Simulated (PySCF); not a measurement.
M06-L on Cl+ (chlorine, charge +1)

Configuration: [Ne] 3s2 3p4, high-spin 3P determinant. Calculation: PySCF 2.14, in Sapporo-DZP-2012; the spin-free X2C one-electron Hamiltonian (Gaussian nucleus).

```
Total energy                                                  : -460.8752 hartree
One-electron energy                                           : -629.0547 hartree
Hartree (Coulomb) energy                                      : 196.0998 hartree
Exchange-correlation energy                                   : -27.9203 hartree
⟨S²⟩                                                          : 2.0046
⟨L²⟩                                                          : 2.011
Sum of ⟨r⟩                                                    : 13.25 bohr
Sum of ⟨r²⟩                                                   : 20.30 bohr²
Traceless quadrupole moment −½Σ⟨3z² − r²⟩ along its main axis : -1.44 e·bohr²
Langevin diamagnetic susceptibility                           : -16.1 ×10⁻⁶ cm³/mol
Time after the integrals                                      : 0.26 s of wall time on 1 thread of Neoverse-V2 (shared host)
```

```csv
shell,electrons,mean orbital energy (eV),spread (eV),"rms radius, mean of both spins (bohr)"
1s α,1,-2777.4,0,0.106
1s β,1,-2776.9,0,0.106
2s α,1,-271.64,0,0.481
2s β,1,-271.40,0,0.481
2p α,3,-207.80,0.734,0.452
2p β,3,-207.28,0.348,0.452
3s α,1,-34.199,0,1.61
3s β,1,-30.761,0,1.61
3p α,3,-20.680,1.489,1.83
3p β,1,-18.335,0,1.83
```

Densities and radii are taken from the X2C orbitals without a picture-change correction, which distorts them close to the nucleus.
